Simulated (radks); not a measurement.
The numbers below are computed, except where a source is named.
Valence configurations of La2+ (all share [Xe]). Code: a radial shooting solver on a logarithmic mesh with Libxc functionals. Model: scalar-relativistic Kohn-Sham, BLYP, spin-unpolarised, spherical densities, finite nucleus; Fermi nuclear charge, rms radius 4.855 fm. Energies are relative to 5d1; eigenvalues in eV.

valence      E (eV)    e(4f)    e(5d)    e(6p)    e(6s)
5d1           0.000        -  -14.612        -        -
6p1           5.042        -        -  -11.404        -
6s1           1.232        -        -        -  -14.688
5d0.5 6p0.5   2.387        -  -15.805  -10.777        -
4f0.5 6s0.5  -0.261  -15.207        -        -  -13.824

NIST lists [Xe] 5d1 as the ground configuration; this level of theory puts 4f0.5 6s0.5 lower, by 0.261 eV. The energies are those of spherical spin-averaged densities, not of single terms.
